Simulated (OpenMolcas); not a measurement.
Kr4+: effect of the basis set

* Program: OpenMolcas 26.06
* Method: CASSCF
* Active space: 2 electrons in 3 orbitals (4p)
* State averaging: 2S+1 = 3 even, 3 roots; 2S+1 = 1 even, 6 roots
* Spin-orbit coupling: RASSI with atomic mean-field integrals over the reference wave functions, term energies averaged over their components

A. ANO-RCC-VDZP [5s4p2d], DKH2, point nucleus; cost about 1.6 core-seconds
B. ANO-R1 [5s4p3d1f], X2C, finite nucleus; cost about 2.5 core-seconds
C. ANO-RCC-VTZP [6s5p3d1f], DKH2, point nucleus; cost of the order of 2.5 core-seconds
D. ANO-RCC-VQZP [7s6p4d2f1g], DKH2, point nucleus; cost of the order of 3 core-seconds
E. ANO-R2 [6s5p4d3f1g], X2C, finite nucleus; cost of the order of 4 core-seconds
F. ANO-R3 [7s6p5d4f2g1h], X2C, finite nucleus; cost of the order of 5 core-seconds

Energies in cm⁻¹ above 4s² 4p² ³P₀, the measured ground level; measured values from Saloman, J. Phys. Chem. Ref. Data 36, 215 (2007).

| Level | A | B | C | D | E | F | Measured |
| --- | --- | --- | --- | --- | --- | --- | --- |
| 4s² 4p² ³P₀ | 0.0 | 0.0 | 0.0 | 0.0 | 0.0 | 0.0 | 0.0 |
| 4s² 4p² ³P₁ | 3262 | 3506 | 3211 | 3166 | 3201 | 3158 | 3743 |
| 4s² 4p² ³P₂ | 7147 | 7563 | 7056 | 6966 | 7024 | 6945 | 7595 |
| 4s² 4p² ¹D₂ | 22054 | 22417 | 21960 | 21909 | 21877 | 21829 | 19723 |
| 4s² 4p² ¹S₀ | 45715 | 45936 | 45631 | 45602 | 45457 | 45444 | 39204 |

Deviations, from unrounded energies. A percentage is the sum of absolute deviations over the sum of measured energies, with the sign that they share, or ± where signs differ.

```csv
Against measurement,Levels,A,B,C,D,E,F
mean absolute deviation (cm-1),4,2400,2400,2400,2400,2400,2400
fine structure of the ground term (%),2,-8.2,-2.4,-9.5,-10.6,-9.8,-10.9
other terms of the ground configuration (%),2,+15.0,+16.0,+14.7,+14.6,+14.3,+14.2
```

A, B, C, D, E, F lie about equally close to measurement. The largest miss of E in the table is 4s² 4p² ¹S₀, by +6300 cm-1. The ranking rests on the paired levels alone, and a cruder setting can come out closer through cancelling errors.

Among A to F the level of the table that moves most is 4s² 4p² ³P₂, by 620 cm-1 (lowest in F, highest in B).

With the s shell closed, the reference lacks s² → p² mixing. The basis is small and was not contracted for so high a charge (holds for A; B). Measured partners are found by configuration, term and J. A level has none where our copy of the source lacks it or the pairing is in doubt (some pairs that miss far off the trend of their configuration count as doubtful), and it then counts in no deviation. Levels of configurations outside the active space are missing.
